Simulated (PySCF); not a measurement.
Output of ΔSCF core-hole calculations on `BC#C/C=C\CF`.

Method used: delta-SCF UKS SCAN, pcX-2 on the ionised atom, pcseg-1 elsewhere, spin-free X2C in PySCF. The program numbers atoms from 0. The cycles run on a coarse integration grid; for E(ground) and E(ion) the exchange–correlation energy is redone on a finer one, so they differ from the last cycle, and only they enter the binding energy.

Coordinates (Å, GFN2-xTB):
```
B      3.193275     0.145812     0.148546
C      1.797998    -0.210555    -0.232281
C      0.657982    -0.508191    -0.537077
C     -0.644171    -0.878352    -0.910184
C     -1.755366    -0.373358    -0.374496
C     -1.754307     0.654789     0.707588
F     -2.845945     1.483012     0.589520
H      3.805712    -0.586811     0.824796
H      3.660255     1.150253    -0.228204
H     -0.700433    -1.641034    -1.676357
H     -2.729652    -0.706780    -0.698709
H     -1.831714     0.187578     1.699241
H     -0.858023     1.284124     0.669889
```

```
ground state, core basis on atom 5 (C), 159 functions
  cycle   1  E = -318.71253306  |g| = 6.01e-02
  cycle   2  E = -318.71216138  |g| = 4.43e-02
  cycle   3  E = -318.71210256  |g| = 4.47e-02
  cycle   4  E = -318.71263373  |g| = 1.20e-02
  cycle   5  E = -318.71267149  |g| = 3.68e-03
  cycle   6  E = -318.71267462  |g| = 5.57e-04
  cycle   7  E = -318.71267630  |g| = 2.25e-04
  E(ground) = -318.71788013 Eh
hole in C 1s of atom 5
  cycle   1  E = -307.38007387  |g| = 1.50e+00
  cycle   2  E = -304.14918841  |g| = 2.61e+00
  cycle   3  E = -304.11460476  |g| = 1.98e+00
  cycle   4  E = -307.81166334  |g| = 5.88e-01
  ...
  cycle  14  E = -307.93503224  |g| = 8.32e-04
  cycle  15  E = -307.93503770  |g| = 6.17e-04
  cycle  16  E = -307.93504317  |g| = 3.35e-04
  E(ion) = -307.94078134 Eh   <S^2> = 0.7758   hole on atom = 1.000
```

**Question.** What is the C 1s binding energy of atom 5?

**Answer.** (-307.940781 − (-318.717880)) Eh × 27.2114 eV/Eh = 293.26 eV, for the sp3 C–F carbon.

The structure is a single GFN2-xTB conformer in the gas phase; no vibrational or solvent corrections.

On one thread, Arm Neoverse N1 (aarch64) (shared host), this took 2.9 min and 0.58 GiB of memory at its peak.

Shape of the structure used: `[BH2:1][C:2]#[C:3]/[CH:4]=[CH:5]\[CH2:6][F:7]`: C4–C5–C6–F7 148°.
Labels such as C1 count atoms from 1, the log's own numbers from 0.
